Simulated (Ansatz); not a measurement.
H$_{3}$OSi (SMILES [O][SiH3]), doublet, geometry from GFN2-xTB, atoms displaced at random by about 0.1 Å a coordinate.

Ansatz (a program for electronic structure) was given this input:
Ansatz 0.2 input:
```yaml
crystal:
  periodic: [false, false, false]
  atoms:
    - {symbol: O, position_ang: [1.24207886, 0.05857086, -0.24514093]}
    - {symbol: Si, position_ang: [-0.56275399, -0.03574308, -0.08845409]}
    - {symbol: H, position_ang: [-1.26585687, 1.40818448, -0.22817565]}
    - {symbol: H, position_ang: [-0.85301754, -0.68830954, 1.40669770]}
    - {symbol: H, position_ang: [-1.19535526, -1.03765935, -0.69866020]}
basis:
  gaussian:
    orbitals: 3-21G.json
hamiltonian:
  xc: hf
magnetization: {spin_polarized: true, initial_magnetization: 1}
relax: {}
```
The basis file holds 3-21G in the JSON format of the Basis Set Exchange.

Question: What does this run give for the dipole moment, <S^2>, number of basis functions, total energy at the end of the optimisation, Mulliken (on the basis functions themselves) charges in atom order?

Answer: 
```yaml
dipole_moment: 1.99 D
"<S^2>": 0.755
number_of_basis_functions: 28
total_energy_at_the_end_of_the_optimisation: -727.113096 Ry
Mulliken (on the basis functions themselves) charges in atom order: O1 -0.48, Si2 1.11, H3 -0.19, H4 -0.22, H5 -0.22
```
